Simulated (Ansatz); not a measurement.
`CBCC`, relaxed with RKS PBE-D4/def2-SVP in the Gaussian-basis code of Ansatz from a rough embedded geometry. The force threshold is 0.03 eV/Å; the program also tests the step.

Total charge 0; spin multiplicity 1.

Start:

```xyz
13

C     0.445   -1.432   -0.956
B    -0.463   -0.185   -0.910
C    -0.784    0.500    0.487
C     0.343    1.190    1.093
H     1.382   -1.179   -1.618
H    -0.046   -2.297   -1.462
H     0.821   -1.726    0.014
H    -0.995    0.245   -1.925
H    -1.251   -0.303    1.155
H    -1.609    1.256    0.313
H     1.187    0.373    1.334
H     0.091    1.635    2.057
H     0.880    1.922    0.417
```

Q: By how much does the energy fall, and how many steps does the optimiser take? (Estimate.)

A: Ansatz gave: 46.52 kJ/mol, in 16 steps, 1 of them rejected.

Q: Which bonds change most? (An estimate is asked.)

A: Ansatz gave: C4–H11 from 1.199 to 1.111 Å; C3–C4 from 1.455 to 1.532 Å; C1–H5 from 1.175 to 1.120 Å; C1–H7 from 1.081 to 1.109 Å.

Q: Give the relaxed structure. (Best estimate.)

A: Ansatz gave: 
```xyz
13

C     0.606   -1.266   -1.071
B    -0.685   -0.433   -0.767
C    -0.809    0.655    0.361
C     0.396    0.947    1.261
H     1.103   -0.705   -1.904
H     0.410   -2.276   -1.484
H     1.350   -1.325   -0.251
H    -1.664   -0.593   -1.489
H    -1.695    0.339    0.969
H    -1.188    1.587   -0.125
H     0.728    0.041    1.809
H     0.179    1.728    2.020
H     1.269    1.301    0.671
```
